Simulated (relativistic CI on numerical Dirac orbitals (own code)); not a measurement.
Transition arrays of Ru XXII

These numbers are calculated, not measured: Dirac-Coulomb-Breit CI, KLI orbitals optimised for each configuration, model QED (radiative potential, 1s self-energy scaled to tabulated hydrogen-like ionisation energies), valence Slater integrals scaled by 0.9, whole transition arrays (own radial code, finite nucleus).

Configurations in the expansion (outside the closed core [Ne] 3s2): 3p6 3d5, 3p6 3d4 4f, 3p5 3d6, 3p6 3d4 4p, 3p6 3d4 5f. Levels of other configurations are missing.

All E1 lines from the levels of 3p6 3d5; mean and standard deviation are weighted by gf, and upper levels are sorted by their leading configuration.

```
Upper configuration  Lines    Σgf  Mean (eV)  Mean (nm)  σ (eV)  Strongest line (nm)
         3p6 3d4 4f   5470  894.0     553.96      2.238    5.95                2.215
            3p5 3d6   3245  246.7     186.51      6.648   15.07                6.000
         3p6 3d4 4p   3245   53.1     431.09      2.876    5.77                2.876
         3p6 3d4 5f   5470  308.7     706.12      1.756    6.56                1.746
```

Σgf per state of the lower configuration in bins of 0.2 nm over the central range (centre: value): 1.7: 1.21, 2.1: 0.07, 2.3: 3.48, 2.9: 0.20, 6.1: 0.19, 6.3: 0.16, 6.5: 0.14, 6.7: 0.11, 6.9: 0.07, 7.1: 0.07, 7.3: 0.07.

Problem. How do configuration mixing and the scaling of the Slater integrals move the arrays?

Solution. Slater scale 0.9, no configuration mixing: 3p6 3d4 4f 554.1 ± 6.0 eV (Σgf 894.5), 3p5 3d6 186.9 ± 15.1 eV (Σgf 264.9), 3p6 3d4 4p 431.2 ± 5.7 eV (Σgf 52.0), 3p6 3d4 5f 705.8 ± 6.5 eV (Σgf 243.1); Slater scale 1: 3p6 3d4 4f 554.9 ± 6.5 eV (Σgf 899.5), 3p5 3d6 188.3 ± 16.0 eV (Σgf 246.9), 3p6 3d4 4p 431.2 ± 6.3 eV (Σgf 53.3), 3p6 3d4 5f 706.5 ± 7.2 eV (Σgf 311.1); Slater scale 0.8: 3p6 3d4 4f 553.0 ± 5.4 eV (Σgf 888.5), 3p5 3d6 184.7 ± 14.2 eV (Σgf 246.5), 3p6 3d4 4p 431.0 ± 5.2 eV (Σgf 53.0), 3p6 3d4 5f 705.7 ± 5.9 eV (Σgf 306.4). With mixing, levels are counted to their leading configuration, so an array can shrink or vanish into another, and the sums then hold other lines.
